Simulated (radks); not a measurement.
Neutral gallium inside a hard spherical wall (all orbitals vanish at R), configuration held at [Ar] 3d10 4s2 4p1 and not refilled when levels cross. Method: scalar-relativistic Kohn-Sham, LDA (Slater exchange, Perdew-Wang correlation), spin-polarised, spherical densities, finite nucleus; open shells are filled with parallel spins first; Fermi nuclear charge, rms radius 3.9973 fm; computed with a radial shooting solver on a logarithmic mesh with Libxc functionals. Eigenvalues in eV for spin up, with the zero of energy where the potential of the charges vanishes at infinity; a dash marks a level that is unbound or too diffuse for the functional's potential to be trusted. A positive occupied level is held by the wall or, in an anion where self-interaction has pushed it up, behind a barrier. The pressure on the wall is -dE/dV.

R (bohr)	E (hartree)	kinetic (hartree)	e(3p)	e(3d)	e(4s)	e(4p)	e(5s, empty)	e(5p, empty)	pressure (GPa)
free	-1941.11673	1973.324	-98.605	-19.375	-9.389	-2.959	-0.406	-	0
20	-1941.11673	1973.324	-98.605	-19.375	-9.389	-2.959	-0.388	0.370	< 0.0001
10	-1941.11606	1973.329	-98.531	-19.302	-9.333	-2.896	0.532	2.562	0.0144
7	-1941.10550	1973.389	-98.004	-18.783	-8.947	-2.349	3.906	7.797	0.530
6	-1941.08555	1973.488	-97.388	-18.179	-8.474	-1.625	7.385	12.447	2.15
5	-1941.02269	1973.769	-96.073	-16.897	-7.341	0.091	14.616	21.383	10.2
3.5	-1940.49813	1975.712	-90.386	-11.398	-0.658	9.349	48.161	59.417	164
3	-1939.83426	1977.956	-85.756	-6.893	6.358	18.327	77.586	91.212	512
2.5	-1938.20536	1983.230	-77.316	1.538	21.712	36.905	133.80	150.21	1920
2	-1933.50918	1997.911	-60.040	19.747	60.912	81.395	255.31	273.77	9400
1.5	-1916.09839	2049.826	-16.245	68.343	185.27	212.08	571.74	584.58	70300
